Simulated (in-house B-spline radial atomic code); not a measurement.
Configurations of the silicon ion Si⁺, with energies counted from [Ne] 3s2 3p1. Computed with a B-spline radial code for spherical atoms: Dirac-Hartree-Fock, average of configuration, Fermi nucleus of rms radius 3.1224 fm. Energies include first-order Breit, QED and recoil terms.

Occupations are held fixed; configurations that lie above the ionisation limit could autoionise.

| configuration | E - E(ref) (eV) | highest orbital | its <r> (bohr) |
| --- | --- | --- | --- |
| [Ne] 3s2 5p1 | 12.348 | 5p3/2 | 11.83 |
| [Ne] 3s2 5d1 | 13.335 | 5d3/2 | 15.73 |
| [Ne] 3s2 5f1 | 13.51 | 5f7/2 | 15.65 |
| [Ne] 3s2 6p1 | 13.553 | 6p3/2 | 18.66 |
| [Ne] 3s2 6d1 | 14.077 | 6d3/2 | 23.68 |
| [Ne] 3s2 7d1 | 14.518 | 7d3/2 | 33.13 |
| [Ne] 3s1 3p1 4f1 | 18.993 | 4f7/2 | 8.901 |
| [Ne] 3s1 3p1 7g1 | 21.301 | 7g9/2 | 31.74 |

Order these further configurations by energy, lowest first.
A. [Ne] 3s2 7f1
B. [Ne] 3s2 6s1
C. [Ne] 3s2 5g1
D. [Ne] 3s2 4s1
E. [Ne] 3s1 3p1 5d1

D (7.8307 eV), B (13.19 eV), C (13.518 eV), A (14.58 eV), E (20.018 eV).

How far above the reference does [Ne] 3s1 3p1 5f1 lie?

20.222 eV; its least bound orbital is 5f5/2 with <r> = 15.6 bohr.

How far above the reference does [Ne] 3s2 3d1 lie?

8.8496 eV; its least bound orbital is 3d3/2 with <r> = 4.25 bohr.

How far above the reference does [Ne] 3s2 6f1 lie?

14.178 eV; its least bound orbital is 6f7/2 with <r> = 23.87 bohr.
